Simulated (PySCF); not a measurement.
Structure with atom numbers: `[CH3:1][O:2][Si@@H:3]1[CH2:4][CH2:5][C@H:6]1[F:7]` (H(Xn): hydrogen on atom n). Ha(C4), Ha(C5) are cis to O2 on the ring; Hb(C4), Hb(C5) are trans to O2 on the ring.

One averaged value for each set of equivalent atoms, one computed conformer, no solvent model, non-relativistic Hamiltonian. GFN2-xTB geometry; PBE0/pcSseg-1 with gauge-including orbitals; PySCF 2.14.0 with density-fitted response routines.

Q: List the cross peaks expected in HSQC, COSY and HMBC spectra.

A: 

HSQC (one-bond C–H):
```csv
δH,δC
5.46 (H(C6)),99.3 (C6)
3.88 (H(C1)),53.8 (C1)
2.60 (Ha(C5)),26.7 (C5)
1.96 (Hb(C5)),26.7 (C5)
1.24 (Hb(C4)),12.0 (C4)
1.03 (Ha(C4)),12.0 (C4)
```

COSY cross peaks (H two or three bonds apart, from the bond graph; peaks can be absent where the dihedral angle is near 90°):
```csv
δH,δH
5.46 (H(C6)),5.42 (H(Si3))
5.46 (H(C6)),2.60 (Ha(C5))
5.46 (H(C6)),1.96 (Hb(C5))
5.42 (H(Si3)),1.24 (Hb(C4))
5.42 (H(Si3)),1.03 (Ha(C4))
2.60 (Ha(C5)),1.96 (Hb(C5))
2.60 (Ha(C5)),1.24 (Hb(C4))
2.60 (Ha(C5)),1.03 (Ha(C4))
1.96 (Hb(C5)),1.24 (Hb(C4))
1.96 (Hb(C5)),1.03 (Ha(C4))
1.24 (Hb(C4)),1.03 (Ha(C4))
```

HMBC (two and three bonds, from the bond graph):
```csv
δH,δC
5.46 (H(C6)),"26.7 (C5), 12.0 (C4)"
5.42 (H(Si3)),"99.3 (C6), 53.8 (C1), 26.7 (C5), 12.0 (C4)"
2.60 (Ha(C5)),"99.3 (C6), 12.0 (C4)"
1.96 (Hb(C5)),"99.3 (C6), 12.0 (C4)"
1.24 (Hb(C4)),"99.3 (C6), 26.7 (C5)"
1.03 (Ha(C4)),"99.3 (C6), 26.7 (C5)"
```

References, each an isolated molecule treated in the same way: ¹H (31.72 ppm), ¹³C (186.93 ppm) against TMS.

Shifts are as computed. Against solution values, carbons near 30 ppm lie about +3 ppm off and those near 130 ppm about +5 ppm. Of 1211 compounds with measured shifts, 218 miss one by over three times the rms of a fit or turn the order of signals round; such compounds aren't used in these exercises.
